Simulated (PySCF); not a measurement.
Isomers of C5H11NO2Si, mass 145.056 u with the commonest isotopes. Level of theory: PBE0/pcSseg-1 in PySCF (dipole) on a GFN2-xTB geometry, gas phase. One conformer each, none proved a minimum here; rigid rotors.

Problem. Order these by rotational constant A, largest first.
A. `[CH2:1]=[C:2]([SiH2:3][NH2:4])[C:5](=[O:6])[CH2:7][O:8][CH3:9]` with C1–C2–Si3–N4 72°, C2–Si3–N4–H -99° and 40°, C1–C2–C5–O6 37°, C2–C5–C7–O8 19°, C5–C7–O8–C9 -170°
B. `[CH2:1]=[C:2]([O:3][CH3:4])[SiH2:5]/[N:6]=[CH:7]\[CH2:8][OH:9]` with C1–C2–O3–C4 2°, C1–C2–Si5–N6 -9°, C2–Si5–N6–C7 79°, N6–C7–C8–O9 -9°, C7–C8–O9–H -64°
C. `[CH2:1]=[C:2](/[CH:3]=[N:4]\[CH3:5])[O:6][SiH2:7][O:8][CH3:9]` with C1–C2–C3–N4 41°, C1–C2–O6–Si7 -163°, C2–O6–Si7–O8 -62°, O6–Si7–O8–C9 -176°
D. `[CH3:1][O:2]/[C:3](=[CH:4]\[SiH3:5])[CH2:6][C:7]([NH2:8])=[O:9]` with C1–O2–C3–C4 175°, O2–C3–C6–C7 -74°, C3–C6–C7–N8 -53°, C6–C7–N8–H 8° and 177°
E. `[CH2:1]=[CH:2][CH2:3][NH:4][SiH2:5][O:6][C:7]([CH3:8])=[O:9]` with C1–C2–C3–N4 124°, C2–C3–N4–Si5 84°, C3–N4–Si5–O6 -177°, N4–Si5–O6–C7 -171°, Si5–O6–C7–C8 179°
F. `[H]/[N:4]=[CH:3]/[C:2](=[CH2:1])[O:5][Si@@H:6]([CH3:7])[O:8][CH3:9]` with C1–C2–C3–N4 -179°, C1–C2–O5–Si6 -175°, C2–O5–Si6–C7 66°, O5–Si6–O8–C9 53°

Solution. E (4567 MHz), B (2561 MHz), C (2416 MHz), D (2305 MHz), F (2055 MHz), A (1566 MHz).

Problem. Order these by rotational constant B, smallest first.
A. `[CH2:1]=[C:2]([O:3][CH3:4])[SiH2:5]/[N:6]=[CH:7]\[CH2:8][OH:9]` with C1–C2–O3–C4 2°, C1–C2–Si5–N6 -9°, C2–Si5–N6–C7 79°, N6–C7–C8–O9 -9°, C7–C8–O9–H -64°
B. `[CH2:1]=[CH:2][CH2:3][NH:4][SiH2:5][O:6][C:7]([CH3:8])=[O:9]` with C1–C2–C3–N4 124°, C2–C3–N4–Si5 84°, C3–N4–Si5–O6 -177°, N4–Si5–O6–C7 -171°, Si5–O6–C7–C8 179°
C. `[CH2:1]=[C:2](/[CH:3]=[N:4]\[CH3:5])[O:6][SiH2:7][O:8][CH3:9]` with C1–C2–C3–N4 41°, C1–C2–O6–Si7 -163°, C2–O6–Si7–O8 -62°, O6–Si7–O8–C9 -176°
D. `[H]/[N:4]=[CH:3]/[C:2](=[CH2:1])[O:5][Si@@H:6]([CH3:7])[O:8][CH3:9]` with C1–C2–C3–N4 -179°, C1–C2–O5–Si6 -175°, C2–O5–Si6–C7 66°, O5–Si6–O8–C9 53°
E. `[CH2:1]=[C:2]([SiH2:3][NH2:4])[C:5](=[O:6])[CH2:7][O:8][CH3:9]` with C1–C2–Si3–N4 72°, C2–Si3–N4–H -99° and 40°, C1–C2–C5–O6 37°, C2–C5–C7–O8 19°, C5–C7–O8–C9 -170°

Solution. B (502.5 MHz), C (754.4 MHz), A (798.0 MHz), D (1019 MHz), E (1317 MHz).

Problem. Order these by rotational constant C, largest first.
A. `[CH2:1]=[CH:2][CH2:3][NH:4][SiH2:5][O:6][C:7]([CH3:8])=[O:9]` with C1–C2–C3–N4 124°, C2–C3–N4–Si5 84°, C3–N4–Si5–O6 -177°, N4–Si5–O6–C7 -171°, Si5–O6–C7–C8 179°
B. `[CH2:1]=[C:2](/[CH:3]=[N:4]\[CH3:5])[O:6][SiH2:7][O:8][CH3:9]` with C1–C2–C3–N4 41°, C1–C2–O6–Si7 -163°, C2–O6–Si7–O8 -62°, O6–Si7–O8–C9 -176°
C. `[CH2:1]=[C:2]([O:3][CH3:4])[SiH2:5]/[N:6]=[CH:7]\[CH2:8][OH:9]` with C1–C2–O3–C4 2°, C1–C2–Si5–N6 -9°, C2–Si5–N6–C7 79°, N6–C7–C8–O9 -9°, C7–C8–O9–H -64°
D. `[H]/[N:4]=[CH:3]/[C:2](=[CH2:1])[O:5][Si@@H:6]([CH3:7])[O:8][CH3:9]` with C1–C2–C3–N4 -179°, C1–C2–O5–Si6 -175°, C2–O5–Si6–C7 66°, O5–Si6–O8–C9 53°
E. `[CH3:1][O:2]/[C:3](=[CH:4]\[SiH3:5])[CH2:6][C:7]([NH2:8])=[O:9]` with C1–O2–C3–C4 175°, O2–C3–C6–C7 -74°, C3–C6–C7–N8 -53°, C6–C7–N8–H 8° and 177°
F. `[CH2:1]=[C:2]([SiH2:3][NH2:4])[C:5](=[O:6])[CH2:7][O:8][CH3:9]` with C1–C2–Si3–N4 72°, C2–Si3–N4–H -99° and 40°, C1–C2–C5–O6 37°, C2–C5–C7–O8 19°, C5–C7–O8–C9 -170°

Solution. F (807.8 MHz), D (764.4 MHz), C (722.3 MHz), E (678.4 MHz), B (623.5 MHz), A (485.0 MHz).

| SMILES | point group | Ia (u·Å²) | Ib (u·Å²) | Ic (u·Å²) | κ | μa (D) | μb (D) | μc (D) |
| --- | --- | --- | --- | --- | --- | --- | --- | --- |
| C=C(/C=N\C)O[SiH2]OC | C1 | 209.19 | 669.89 | 810.49 | -0.85 | 1.18 | 0.30 | 0.86 |
| C=CCN[SiH2]OC(C)=O | C1 | 110.66 | 1005.69 | 1041.98 | -0.99 | 1.45 | 2.32 | 0.02 |
| C=C([SiH2]N)C(=O)COC | C1 | 322.69 | 383.69 | 625.60 | 0.34 | 2.62 | 0.86 | 1.51 |
| C=C(OC)[SiH2]/N=C\CO | C1 | 197.33 | 633.32 | 699.68 | -0.92 | 0.17 | 2.41 | 1.15 |
| CO/C(=C\[SiH3])CC(N)=O | C1 | 219.29 | 621.51 | 744.92 | -0.83 | 0.43 | 0.82 | 0.17 |
| [H]/N=C/C(=C)O[Si@@H](C)OC | C1 | 245.95 | 496.20 | 661.14 | -0.61 | 2.97 | 0.10 | 0.53 |
